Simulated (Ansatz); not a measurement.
Compare A (`C[SiH2][Te]C`) with its isomer B (`CC[Te][SiH3]`).

Computed with Ansatz on PBE0-D4/def2-TZVP structures; ΔE is electronic, products minus reactants. CCSD(T)/CBS adds triple-zeta CCSD(T) − MP2 to the extrapolated MP2 energy (def2 sets, frozen cores). Functionals use def2-TZVPP. B3LYP here is the variant with VWN-RPA as its local correlation; programs differ in this. Elements past krypton have def2 core potentials. For Te outer-core shells are correlated without core-valence functions, which leaves a few kJ/mol of doubt a bond. Each species was taken in one conformer, which may not be the lowest.

A:

```xyz
12

C    -0.718    0.159    1.689
Si    0.958    0.393    0.893
Te    0.806    1.281   -1.428
C    -0.208   -0.454   -2.199
H    -1.323   -0.548    1.117
H    -0.607   -0.234    2.703
H    -1.256    1.108    1.738
H     1.686   -0.906    0.871
H     1.772    1.390    1.638
H    -1.195   -0.539   -1.751
H     0.388   -1.342   -1.999
H    -0.303   -0.308   -3.273
```

B:

Z-matrix (Å, degrees):
```
C
C 1 1.513
H 1 1.092 2 111.6
H 1 1.094 2 110.2 3 -119.6
H 1 1.092 2 111.6 3 120.8
Te 2 2.166 1 110.5 3 -60.4
H 2 1.089 1 111.7 3 -179.2
H 2 1.089 1 111.7 3 58.3
Si 6 2.482 2 94.4 1 179.4
H 9 1.485 6 106.8 2 -179.9
H 9 1.487 6 111.3 2 60.5
H 9 1.487 6 111.2 2 -60.3
```

**Question.** Which isomer does CCSD(T)/CBS put lower? Give the gap. (Best estimate.)

**Answer.** The calculation gave: A, by 11.0 kcal/mol.

**Question.** Give E(B) − E(A) in kcal/mol with B3LYP-D4, r2SCAN-D4, B3LYP, MP2/def2-TZVPP, BLYP-D4, CCSD(T)/def2-SVP, HF/def2-TZVPP. (Estimate.)

**Answer.** Ansatz gave: B3LYP-D4 11.0, r2SCAN-D4 11.6, B3LYP 10.9, MP2/def2-TZVPP 10.9, BLYP-D4 10.9, CCSD(T)/def2-SVP 7.5, HF/def2-TZVPP 10.2. None reverses the order clearly.

**Question.** Does the order hold for the free energy at 298.15 K (harmonic terms from PBE0-D4)? (An estimate is asked.)

**Answer.** Computed: Yes: G(B) − G(A) = +10.8 kcal/mol, for one conformer each. Modes under 60 cm⁻¹, often nearly free rotors, make the harmonic entropy too high.

Largest T1 diagnostic: 0.010.

Leaving LDA and LC-ωPBE aside and taking each functional with its dispersion term where it has one, the values, not all of them listed here, spread over 1.0 kcal/mol, from revPBE-D4 to B97M-V. At CCSD(T), def2-SVP lies −3.4 kcal/mol from the extrapolated value and def2-TZVPP −0.4 kcal/mol.
